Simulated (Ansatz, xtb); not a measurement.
Molecule: sum formula SiAsH$_{4}$ (charge -1, singlet). It need not be the lowest isomer of its formula. Whether it binds its extra electron was not tested at this geometry. 
Coordinates optimised at B3LYP-D3(BJ)/def2-TZVP (Ansatz, a quantum-chemistry and plane-wave program):
```xyz
6

Si    -1.4353     0.1829     0.3782
As     0.7614    -0.1253    -0.2319
H     -2.3153    -0.6875    -0.4773
H     -2.0748     1.5457     0.2289
H     -1.8850    -0.1699     1.7789
H      1.2449     0.8855     0.8276
```
Charge -1, spin multiplicity 1.

Harmonic wavenumbers from GFN2-xTB (xtb, at its own minimum), cm⁻¹: 186, 456, 515, 521, 693, 857, 904, 944, 1602, 1676, 1766, 1860.

**Question.** Give the harmonic wavenumbers at B3LYP-D3(BJ)/def2-TZVP (Ansatz, finite differences of forces, unscaled).

**Answer.** 210, 377, 454, 563, 714, 930, 944, 999, 2001, 2037, 2058, 2093 cm⁻¹. Zero-point energy 19.1 kcal/mol.

**Question.** From these and the geometry, give the ideal-gas thermochemistry at 298.15 K and 1 atm (rigid rotor, harmonic oscillator).

**Answer.** Point group Cs, rotational symmetry number 1. Rotational constants 64.24, 3.963, 3.888 GHz. S(trans) 39.92, S(rot) 23.30, S(vib) 5.03, S(elec, spin only) 0.00, S 68.2 cal/(mol K). H(298) - H(0) 3.35 kcal/mol; G - E(el) 2.1 kcal/mol.
